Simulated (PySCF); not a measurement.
cyclopropane (C₃H₆), singlet, geometry from GFN2-xTB. Base run: PySCF with SVWN5/3-21G.

The PySCF input:
```python
from pyscf import gto, scf, dft

mol = gto.M(
    atom='''
C    -0.00164658    0.86387943    0.01427651
C     0.74902842   -0.43063952    0.00048003
C    -0.74738184   -0.43323991   -0.01475654
H    -0.01194048    1.44007117    0.92692109
H     0.00639391    1.46994805   -0.87882997
H     1.27073624   -0.71037648   -0.90206703
H     1.25240186   -0.74025335    0.90368403
H    -1.26796296   -0.74463313    0.87802147
H    -1.24962857   -0.71475626   -0.92772959
''',
    basis='3-21g',
    verbose=4,
)

mf = dft.RKS(mol)
mf.xc = 'lda,vwn'
mf.kernel()
mf.analyze()
```

Each row names what was changed in the base input (with any setting that the change needs).

```tsv
change	E (Eh)	HOMO (eV)	HOMO-LUMO gap (eV)	core-seconds (rough)
base	-116.12158	-7.03	9.59	1
functional = b3lyp; dispersion = d3zero	[?]	[?]	[?]	2
functional = o3lyp	-117.20137	-7.57	10.67	1
functional = pbe0; dispersion = d4	-117.10054	-8.37	12.06	2
functional = wb97x	[?]	[?]	[?]	3
functional = m062x	[?]	[?]	[?]	3
functional = hse06	-117.10635	-7.96	11.26	3
functional = pbe	-117.07231	-6.95	9.60	2
functional = pw6b95	-117.39170	-8.40	12.16	2
functional = hf	-116.40054	-11.52	19.00	0.3
functional = mn15	[?]	[?]	[?]	3
functional = bp86	-117.23767	-7.04	9.66	2
functional = wb97m_v	-117.17415	-10.62	16.43	100
```

Question: What belongs in the gaps?

Answer: 
- functional = b3lyp; dispersion = d3zero, E (Eh): -117.24784
- functional = b3lyp; dispersion = d3zero, HOMO (eV): -8.05
- functional = b3lyp; dispersion = d3zero, HOMO-LUMO gap (eV): 11.44
- functional = wb97x, E (Eh): -117.21267
- functional = wb97x, HOMO (eV): -10.83
- functional = wb97x, HOMO-LUMO gap (eV): 16.92
- functional = m062x, E (Eh): -117.17917
- functional = m062x, HOMO (eV): -9.57
- functional = m062x, HOMO-LUMO gap (eV): 14.23
- functional = mn15, E (Eh): -116.91857
- functional = mn15, HOMO (eV): -9.04
- functional = mn15, HOMO-LUMO gap (eV): 13.49

Total energies compare only within one method and basis.
